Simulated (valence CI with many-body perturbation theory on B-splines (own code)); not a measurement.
Energy levels of Sn43+

Computed by valence CI with perturbative core correlation (CI+MBPT): five valence electrons over a frozen Dirac-Fock core [He], a basis of 9 s, 9 p, 8 d, 6 f, 3 g, 1 h functions for each j, with the one-electron correlation potential Σ1 (screened to all orders), the two-electron term Σ2, the three-electron term Σ3, Breit, model QED; selected single and double excitations, second order for the rest (own B-spline code, finite nucleus).

No measured spectrum was set against this ion. As an estimate, large intervals hold to a few tenths of a per cent, small ones and those within an open d or f shell to about a per cent. Among the levels kept, up to 1400 cm⁻¹ of a level comes from second order outside the variational space, and about a tenth of that is noise between levels of different J, which matters for small intervals.

Levels 1 to 45 of 82, with energies above the lowest level, (2s^2 2p1/2^2 2p3/2) J=3/2. "Leading %" is the weight of the configuration and term that name the level; weights of strongly mixed levels are sums over their largest components and can fall short. In the jj column 3d3/2^4 stands for four electrons in 3d with j = 3/2.

| No. | Configuration | Term | J | E (eV) | Leading % | Leading jj | g |
| --- | --- | --- | --- | --- | --- | --- | --- |
| 1 | 2s2 2p3 | 2P° | 3/2 | 0.0 | 45 | 2s^2 2p1/2^2 2p3/2 (99 %) | 1.377 |
| 2 | 2s2 2p3 | 4S° | 3/2 | 225.1 | 54 | 2s^2 2p1/2 2p3/2^2 (99 %) | 1.435 |
| 3 | 2s2 2p3 | 2D° | 5/2 | 243.9 | 100 | 2s^2 2p1/2 2p3/2^2 (100 %) | 1.184 |
| 4 | 2s2 2p3 | 2P° | 1/2 | 271.6 | 100 | 2s^2 2p1/2 2p3/2^2 (100 %) | 0.645 |
| 5 | 2s 2p4 | 4P | 5/2 | 421.2 | 77 | 2s 2p1/2^2 2p3/2^2 (99 %) | 1.492 |
| 6 | 2s 2p4 | 2S | 1/2 | 482.7 | 58 | 2s 2p1/2^2 2p3/2^2 (97 %) | 2.139 |
| 7 | 2s 2p4 | 2P | 3/2 | 484.2 | 40 | 2s 2p1/2^2 2p3/2^2 (96 %) | 1.220 |
| 8 | 2s2 2p3 | 2P° | 3/2 | 497.7 | 54 | 2s^2 2p3/2^3 (99 %) | 1.278 |
| 9 | 2s 2p4 | 4P | 3/2 | 665.9 | 75 | 2s 2p1/2 2p3/2^3 (98 %) | 1.528 |
| 10 | 2s 2p4 | 2D | 5/2 | 695.8 | 77 | 2s 2p1/2 2p3/2^3 (99 %) | 1.276 |
| 11 | 2s 2p4 | 2P | 1/2 | 727.8 | 59 | 2s 2p1/2 2p3/2^3 (95 %) | 1.445 |
| 12 | 2s 2p4 | 2P | 3/2 | 739.4 | 53 | 2s 2p1/2 2p3/2^3 (99 %) | 1.074 |
| 13 | 2p5 | 2P° | 3/2 | 956.5 | 99 | 2p1/2^2 2p3/2^3 (99 %) | 1.319 |
| 14 | 2s 2p4 | 2S | 1/2 | 970.6 | 37 | 2s 2p3/2^4 (96 %) | 1.704 |
| 15 | 2p5 | 2P° | 1/2 | 1200.5 | 100 | 2p1/2 2p3/2^4 (100 %) | 0.645 |
| 16 | 2s2 2p2 3s | 4P | 1/2 | 3879.2 | 49 | 2s^2 2p1/2^2 3s (99 %) | 2.026 |
| 17 | 2s2 2p2 3p | 2P° | 1/2 | 3938.6 | 43 | 2s^2 2p1/2^2 3p1/2 (99 %) | 0.659 |
| 18 | 2s2 2p2 3p | 2P° | 3/2 | 4016.9 | 30 | 2s^2 2p1/2^2 3p3/2 (98 %) | 1.334 |
| 19 | 2s2 2p2 3d | 2D | 3/2 | 4075.7 | 38 | 2s^2 2p1/2^2 3d3/2 (99 %) | 0.784 |
| 20 | 2s2 2p2 3d | 2D | 5/2 | 4102.5 | 31 | 2s^2 2p1/2^2 3d5/2 (96 %) | 1.203 |
| 21 | 2s2 2p2 3s | 4P | 3/2 | 4109.2 | 88 | 2s^2 2p1/2 2p3/2 3s (99 %) | 1.671 |
| 22 | 2s2 2p2 3s | 2P | 1/2 | 4115.8 | 67 | 2s^2 2p1/2 2p3/2 3s (99 %) | 1.295 |
| 23 | 2s2 2p2 3s | 2D | 5/2 | 4125.5 | 58 | 2s^2 2p1/2 2p3/2 3s (96 %) | 1.337 |
| 24 | 2s2 2p2 3s | 2D | 3/2 | 4129.1 | 61 | 2s^2 2p1/2 2p3/2 3s (99 %) | 0.991 |
| 25 | 2s2 2p2 3p | 4P° | 1/2 | 4168.1 | 45 | 2s^2 2p1/2 2p3/2 3p1/2 (99 %) | 1.710 |
| 26 | 2s2 2p2 3p | 4D° | 3/2 | 4173.4 | 55 | 2s^2 2p1/2 2p3/2 3p1/2 (99 %) | 1.145 |
| 27 | 2s2 2p2 3p | 2F° | 5/2 | 4184.6 | 44 | 2s^2 2p1/2 2p3/2 3p1/2 (99 %) | 1.088 |
| 28 | 2s2 2p2 3p | 2P° | 3/2 | 4206.3 | 40 | 2s^2 2p1/2 2p3/2 3p1/2 (97 %) | 1.356 |
| 29 | 2s2 2p2 3p | 4D° | 5/2 | 4237.9 | 48 | 2s^2 2p1/2 2p3/2 3p3/2 (92 %) | 1.434 |
| 30 | 2s2 2p2 3p | 4P° | 1/2 | 4243.4 | 35 | 2s^2 2p1/2 2p3/2 3p3/2 (98 %) | 1.654 |
| 31 | 2s2 2p2 3p | 2D° | 3/2 | 4248.9 | 51 | 2s^2 2p1/2 2p3/2 3p3/2 (99 %) | 1.183 |
| 32 | 2s2 2p2 3p | 2F° | 7/2 | 4255.4 | 60 | 2s^2 2p1/2 2p3/2 3p3/2 (99 %) | 1.244 |
| 33 | 2s2 2p2 3p | 2P° | 3/2 | 4260.3 | 37 | 2s^2 2p1/2 2p3/2 3p3/2 (90 %) | 1.388 |
| 34 | 2s2 2p2 3p | 2D° | 5/2 | 4269.4 | 48 | 2s^2 2p1/2 2p3/2 3p3/2 (80 %) | 1.260 |
| 35 | 2s 2p3 3s | 6S° | 5/2 | 4282.7 | 31 | 2s 2p1/2^2 2p3/2 3s (71 %) | 1.595 |
| 36 | 2s2 2p2 3p | 2P° | 1/2 | 4283.0 | 83 | 2s^2 2p1/2 2p3/2 3p3/2 (96 %) | 0.667 |
| 37 | 2s 2p3 3s | 4S° | 3/2 | 4299.1 | 33 | 2s 2p1/2^2 2p3/2 3s (88 %) | 1.525 |
| 38 | 2s2 2p2 3d | 4F | 3/2 | 4306.7 | 43 | 2s^2 2p1/2 2p3/2 3d3/2 (98 %) | 0.936 |
| 39 | 2s2 2p2 3d | 4F | 5/2 | 4308.6 | 55 | 2s^2 2p1/2 2p3/2 3d3/2 (97 %) | 0.977 |
| 40 | 2s2 2p2 3d | 4D | 1/2 | 4310.0 | 80 | 2s^2 2p1/2 2p3/2 3d3/2 (99 %) | 0.230 |
| 41 | 2s2 2p2 3d | 4F | 7/2 | 4320.4 | 45 | 2s^2 2p1/2 2p3/2 3d3/2 (82 %) | 1.073 |
| 42 | 2s2 2p2 3d | 4D | 7/2 | 4324.7 | 50 | 2s^2 2p1/2 2p3/2 3d5/2 (87 %) | 1.289 |
| 43 | 2s2 2p2 3d | 2F | 5/2 | 4326.4 | 29 | 2s^2 2p1/2 2p3/2 3d3/2 (65 %) | 1.208 |
| 44 | 2s2 2p2 3d | 2D | 3/2 | 4331.0 | 36 | 2s^2 2p1/2 2p3/2 3d3/2 (59 %) | 1.108 |
| 45 | 2s2 2p2 3d | 4P | 3/2 | 4337.8 | 32 | 2s^2 2p1/2 2p3/2 3d5/2 (60 %) | 1.500 |

The ionisation energy to 2s2 2p2 3P_0 of the next ion comes out as 7074.2 eV (NIST: 7080 ± 50 eV (semi-empirical)). All 82 levels together are meant to be complete up to 4512.4 eV.
